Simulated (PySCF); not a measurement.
# Ca (calcium, neutral) across methods

[Ar] 4s1 5s1, high-spin 3S determinant (an excited configuration). Calculation: PySCF 2.14, in aug-cc-pwCVTZ-X2C with one added diffuse shell each of s, p, d, f type (10s9p7d4f, 100 functions); scalar relativity by spin-free X2C-1e.

```
method  E (hartree)  mean ε 3p β (eV)  mean ε 4s α (eV)  mean ε 5s α (eV)  Σ⟨r²⟩ (bohr²)   ⟨S²⟩
  BP86     -680.399           -31.573            -6.432            -1.473          129.5  2.000
PBEsol     -679.242           -31.444            -6.315            -1.408          131.7  2.000
r2SCAN     -680.277           -32.373            -6.437            -1.370          135.2  2.000
   UHF   -679.52306           -39.869            -8.560            -2.044          150.8  2.000
   PBE     -680.105           -31.498            -6.290            -1.427          131.9  2.000
  PW91     -680.329           -31.558            -6.342            -1.432          131.8  2.000
   LDA     -678.455           -31.532            -6.455            -1.417          130.1  2.000
  PBE0     -680.147           -33.878            -6.945            -1.642          134.8  2.000
```

**Question.** Estimate the same row for B3LYP.

**Answer.** E (hartree) = -680.343; mean ε 3p β (eV) = -33.393; mean ε 4s α (eV) = -6.876; mean ε 5s α (eV) = -1.533; Σ⟨r²⟩ (bohr²) = 134.6; ⟨S²⟩ = 2.000.

The outer electron is Rydberg-like, and this basis confines it to a smaller radius and binds it less than a complete one would.
